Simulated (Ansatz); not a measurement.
Mulliken charges of CH5FGeOSi (`[OH][Ge]1([F])[CH2][SiH2]1`) from r2SCAN/def2-TZVPP in Ansatz (PBE0-D4/def2-TZVP geometry).

```json
{"atom": "O1", "x (Å)": "-1.602", "y (Å)": "-0.425", "z (Å)": "1.685", "charge (e)": "-0.416"}
{"atom": "Ge2", "x (Å)": "-0.024", "y (Å)": "-0.281", "z (Å)": "0.914", "charge (e)": "0.647"}
{"atom": "F3", "x (Å)": "1.114", "y (Å)": "-1.188", "z (Å)": "1.868", "charge (e)": "-0.367"}
{"atom": "C4", "x (Å)": "0.007", "y (Å)": "-0.683", "z (Å)": "-1.002", "charge (e)": "-0.377"}
{"atom": "Si5", "x (Å)": "0.633", "y (Å)": "1.120", "z (Å)": "-0.784", "charge (e)": "0.188"}
{"atom": "H6", "x (Å)": "-1.651", "y (Å)": "0.053", "z (Å)": "2.517", "charge (e)": "0.201"}
{"atom": "H7", "x (Å)": "0.745", "y (Å)": "-1.409", "z (Å)": "-1.343", "charge (e)": "0.116"}
{"atom": "H8", "x (Å)": "-0.951", "y (Å)": "-0.818", "z (Å)": "-1.502", "charge (e)": "0.114"}
{"atom": "H9", "x (Å)": "-0.251", "y (Å)": "2.204", "z (Å)": "-1.273", "charge (e)": "-0.053"}
{"atom": "H10", "x (Å)": "2.063", "y (Å)": "1.377", "z (Å)": "-1.077", "charge (e)": "-0.053"}
```

Question: By hand: the dipole of these point charges (1 e Å = 4.8032 D).

Answer: Σ q r = (-0.091, 0.463, -0.261) e Å, of length 0.539 e Å = 2.59 D.

Question: How does the dipole of the full density compare? (Best estimate.)

Answer: Ansatz gave: (-0.081, 0.359, -0.223) e Å, 2.07 D; the point charges give 1.25 times that, at 3° from its direction.

Point charges leave out the atoms' own dipoles, such as those of lone pairs, and Mulliken's split depends on the basis, so the two needn't agree.
